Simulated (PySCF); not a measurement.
C$_{3}$H$_{5}$AlCl$_{2}$ (SMILES C=C[CH2][Al]([Cl])[Cl]), singlet, geometry from GFN2-xTB (such geometries of metal compounds can be far from the true shape). Base run: B3LYP/6-31G, polarisability (PySCF).

The PySCF input:
```python
from pyscf import gto, scf, dft
from pyscf.prop import polarizability

mol = gto.Mole()
mol.atom = '''
    Al    0.04696621   -0.15018243    0.49524958
    C     0.22868237   -1.16857946   -1.23769940
    C    -0.42816082   -0.43854935   -2.35583918
    C     0.20378089    0.33339583   -3.22599273
    H    -0.20694449   -2.16644505   -1.11646255
    H     1.29396351   -1.31368830   -1.45217282
    H    -1.50210981   -0.55921558   -2.42865348
    H     1.27070505    0.48192852   -3.17909608
    H    -0.31622642    0.84441428   -4.01746774
    Cl   -0.66444363    1.75285451    0.49929250
    Cl    0.59528108   -1.02886773    2.24616608
'''
mol.basis = '6-31g'
mol.verbose = 4
mol.build()

mf = dft.RKS(mol)
mf.xc = 'b3lyp'
mf.kernel()
alpha = mf.Polarizability().polarizability()[2, 2]
print('alpha_zz =', alpha)
```

The base run was repeated with changes; each row names its change, and settings that it needs were set with it.

| change | alpha_zz (bohr³) | basis functions | core-seconds (rough) |
|---|---|---|---|
| base | 86.69 | 76 | 30 |
| finite field (a.u.) = 0.02; conv_tol = 1e-11 | 88.16 | 76 | 40 |
| finite field (a.u.) = 2e-4; conv_tol = 1e-6 | 85.17 | 76 | 20 |
| functional = lda,vwn | 92.03 | 76 | 20 |
| functional = pbe | 91.06 | 76 | 40 |
| finite field (a.u.) = 0.001; conv_tol = 1e-6 | 86.60 | 76 | 20 |
| basis = cc-pVDZ | 92.23 | 121 | 70 |
| functional = camb3lyp | 82.78 | 76 | 100 |
| finite field (a.u.) = 0.05; conv_tol = 1e-11 | 101.87 | 76 | 40 |
| functional = pbe0 | 85.55 | 76 | 30 |
| basis = STO-3G | 49.20 | 47 | 20 |
| finite field (a.u.) = 0.001; conv_tol = 1e-11 | 86.69 | 76 | 30 |

Finite-field rows take the second difference of the energy in a field along z; a small field with loose convergence shows SCF noise divided by the square of the field, and a large one adds hyperpolarisability.
